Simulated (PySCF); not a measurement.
hexafluorobutadiene (C4F6), SMILES FC(F)=C(F)C(=C(F)F)F.

Geometry optimised at ωB97X-D3(BJ)/def2-SVP. The geometry has at least one imaginary mode, so it is a saddle point at that level. One conformer was computed; it need not be the lowest.

Two levels are set side by side: PBE/def2-SVP (PySCF) and CAM-B3LYP/def2-SVP (PySCF). Same geometry, gas phase. Differences are taken from unrounded values.

```tsv
quantity	CAM-B3LYP	PBE	PBE minus CAM-B3LYP
orbital gap (eV)	8.31	3.86	-4.45
highest occupied level (eV)	-8.15	-5.48	2.67
lowest empty level (eV)	0.16	-1.62	-1.78
mean polarisability (bohr³)	46.6	49.0	2.4
```

Without exact exchange PBE keeps part of each electron's self-repulsion, which lifts occupied levels and narrows the gap. PBE's more diffuse valence density responds more strongly to a field. Differences between two approximate levels are no errors against the true value.

Rough cost on one machine, each run with all the roots and properties that it gave: CAM-B3LYP against PBE within a factor of 2.
